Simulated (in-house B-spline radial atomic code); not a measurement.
The germanium ion Ge³⁺ is squeezed into an impenetrable sphere of radius R (the orbitals vanish at R). No spin polarisation. Method: non-relativistic LDA VWN5, spherical fractional occupations, point nucleus. Calculated with a radial B-spline atomic code at the basis-set limit.

Energies in eV above the free ion in [Ar] 3d10 4s1:

| R (bohr) | highest level (eV) | [Ar] 3d10 4s1 | [Ne] 3s2 3p5 3d10 4s1 4f1 | [Ne] 3s2 3p5 3d10 4s1 4d1 | -dE/dV in [Ar] 3d10 4s1 (GPa) |
| --- | --- | --- | --- | --- | --- |
| 7.42 | -40.3 | 4.029e-05 | 147.3 | 137.3 | 0.000184 |
| 6.93 | -40.3 | 0.0001673 | 147.6 | 137.3 | 0.000865 |
| 5.44 | -40.2 | 0.01082 | 149.5 | 137.7 | 0.0848 |
| 4 | -39.6 | 0.4282 | 156.4 | 141 | 5.54 |
| 3.51 | -38.5 | 1.364 | 162.4 | 145.1 | 22.2 |
| 3.22 | -37 | 2.673 | 168 | 149.5 | 51.4 |
| 2.51 | -26.2 | 14.23 | 198.4 | 177.6 | 474 |
| 2.36 | -20.9 | 20.62 | 211.2 | 190.5 | 799 |
| 1.93 | 10.1 | 64.48 | 282.3 | 266 | 4210 |
| 1.54 | 90.6 | 211.9 | 475 | 477.7 | 25400 |

(1) Does [Ne] 3s2 3p5 3d10 4s1 4f1 fall below [Ar] 3d10 4s1 under compression?

(2) Does [Ne] 3s2 3p5 3d10 4s1 4d1 fall below [Ar] 3d10 4s1 under compression?

The highest level is first positive in the row R = 1.93 bohr, pushed up by confinement above the zero of the free ion's potential. Each configuration is held fixed and needn't be the lowest in the sphere.

Results:

(1) No, it stays above over the whole range.

(2) No, it stays above over the whole range.
